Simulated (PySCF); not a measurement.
Compound: C7H5FNO (doublet state).
Bonds: F1–C2, C2–N3 (double), N3–O4, O4–C5, C5–C6, C6–C7 (double), C7–C8, C8–C9, C9–C10, C2–C6, C5–C10 (double). Hydrogens: H11 on C7; H12 on C8; H13, H14 on C9; H15 on C10.

The species is `Fc1noc2c1=C[CH]CC=2` [radical].

Method: UKS B3LYP, pcH-1 on C F H N O, non-relativistic, mean-field spin-orbit, GIAO (PySCF). Isolated species at its GFN2-xTB geometry, gas phase. The geometry wasn't refined by DFT: couplings that depend on bond lengths, twists or pyramidal angles can differ widely from those at the functional's own minimum. The SCF solution wasn't tested for stability. ⟨S²⟩ is 0.782 where a pure state has 0.75.

Task: Break the g tensor into its mass correction, gauge correction and orbital-Zeeman/spin–orbit terms.

Result: 
```csv
Δg (ppm),1,2,3
relativistic mass correction,-173,-173,-173
gauge correction,-18,28,28
orbital Zeeman/spin–orbit,-10,1123,1619
total,-201,978,1474
```

So g = 2.00212, 2.00330, 2.00379 and g_iso = 2.00307; the tensor is rhombic: the two nearest values differ by 30 % of g3 − g1. Axes: g2 points within 13° of the C2–N3 bond and g3 points within 6° of the N3–O4 bond.

Task: What effective moment and Curie constant follow for a powder?

Result: With the mean of g² = 4.0123 and S(S+1) = 0.75: μ_eff = √(⟨g²⟩S(S+1)) = 1.735 μB and χT = 0.12505·⟨g²⟩·S(S+1) = 0.376 cm³ K/mol (cgs; spin-Hamiltonian part alone).

Task: What are the electron Larmor frequencies g μB B/h along the three axes at 340 mT?

Result: 9.5275, 9.5331, 9.5355 GHz for g1, g2 and g3, a range of 8.0 MHz.

Task: In a frozen sample, at which fields do the three g values resonate at 9.5, 34, 94 and 263 GHz (hyperfine left aside), and which band first spreads them over more than twice a line width of 0.3 mT?

Result: 
| band | GHz | B(g3) mT | B(g2) mT | B(g1) mT | spread mT |
| --- | --- | --- | --- | --- | --- |
| X | 9.5 | 338.73 | 338.82 | 339.02 | 0.28 |
| Q | 34.0 | 1212.31 | 1212.61 | 1213.33 | 1.01 |
| W | 94.0 | 3351.69 | 3352.52 | 3354.49 | 2.80 |
| J | 263.0 | 9377.59 | 9379.91 | 9385.44 | 7.85 |

The spread grows in proportion to the frequency. Q band is the first where it exceeds 0.6 mT.

Largest spin populations (Mulliken): C10 (+0.53), C6 (+0.34), N3 (+0.26) and C8 (+0.24). Four atoms exceed +0.15. The positive populations add up to 1.52 and the negative ones to -0.52, together 2S = 1. The angles at C10 add up to 360.0°, so it is planar.

The HOMO–LUMO gaps are 4.48 eV among the α and 4.06 eV among the β orbitals.

Hardware: Arm Neoverse V2, one thread, no GPU, shared host with 96 logical CPUs at a one-minute load of 39. Cost: 96 s (with the writing of density and orbital grids), 0.96 GiB resident at most.

The SMILES draws the unpaired electron on C8; the largest computed Mulliken spin population is on C10 (0.53 against 0.24).
